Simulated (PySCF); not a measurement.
**Cl⁺: ionisation energy**

Cl⁺ [Ne] 3s2 3p4 (3P) → Cl²⁺ [Ne] 3s2 3p3 (4S), as a difference of total energies. All numbers are calculated (PySCF 2.14, no relativity, point nucleus, in cc-pV(D+d)Z (4s3p2d, 23 functions)). Correlated levels: valence: [Ne] frozen. The calculations carry no spin-orbit coupling.

```tsv
method	ionisation energy (eV)
UHF	22.562
PBE0	23.829
LDA	23.977
MP2 (valence)	23.013
SCS-MP2 (valence)	23.037
CCSD (valence)	23.019
CCSD(T) (valence)	23.028
```

Question: How much does correlation contribute at CCSD(T) (valence)?

Answer: 23.028 − (22.562) = 0.466 eV, measured against UHF.

Errors of the correlated levels include the incompleteness of this basis and the frozen core.

For comparison: 23.771 eV (measured; NIST levels, between the centres of gravity of the two terms).
